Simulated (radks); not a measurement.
Results of a calculation; reference values are marked as such.
Xe XLII, 13 electrons, occupied as [Ne] 3s2 3p1.

Code: a radial shooting solver on a logarithmic mesh with Libxc functionals. Model: scalar-relativistic Kohn-Sham, LDA (Slater exchange, VWN5 correlation), spin-polarised, spherical densities, finite nucleus; open shells are filled with parallel spins first (spin-orbit coupling, left out, can overturn this in heavy ions); Fermi nuclear charge, rms radius 4.7859 fm.

Energy parts (eV):
| part | energy |
|---|---|
| total | -160859.517 |
| kinetic | 170904.459 |
| electron-nucleus | -348205.046 |
| Hartree | 19055.853 |
| exchange-correlation | -2614.783 |

Orbitals (lengths in bohr, moments of r in powers of bohr; <r^-3> diverges for s and p1/2; r(90%) holds 90 % of the orbital's charge):
| orbital | occ. | eigenvalue (eV) | <r^-3> | <r^2> | r(90%) |
|---|---|---|---|---|---|
| 1s up | 1 | -36956.43 | - | 0.0009643 | 0.0480 |
| 1s down | 1 | -36953.67 | - | 0.0009642 | 0.0480 |
| 2s up | 1 | -7829.593 | - | 0.01501 | 0.174 |
| 2s down | 1 | -7826.925 | - | 0.01500 | 0.174 |
| 2p up | 3 | -7311.949 | 6362 | 0.01179 | 0.160 |
| 2p down | 3 | -7308.835 | 6362 | 0.01179 | 0.160 |
| 3s up | 1 | -3134.881 | - | 0.08450 | 0.395 |
| 3s down | 1 | -3125.238 | - | 0.08461 | 0.395 |
| 3p up | 1 | -2974.729 | 1657 | 0.08025 | 0.390 |
| 3p down | 0 | -2965.060 | 1656 | 0.08035 | 0.390 |

The highest occupied level is 3p up at -2974.7 eV. The spin density at the nucleus is -8.21 e/bohr^3 (1s -10.04, 2s -4.25, 3s 6.08). Summed over all electrons, <r^2> = 0.3520 bohr^2, which gives a Langevin (diamagnetic) susceptibility term of -0.279 x 10^-6 cm^3/mol. The electron density at the nucleus is 2.81e+05 e/bohr^3 (large components only).
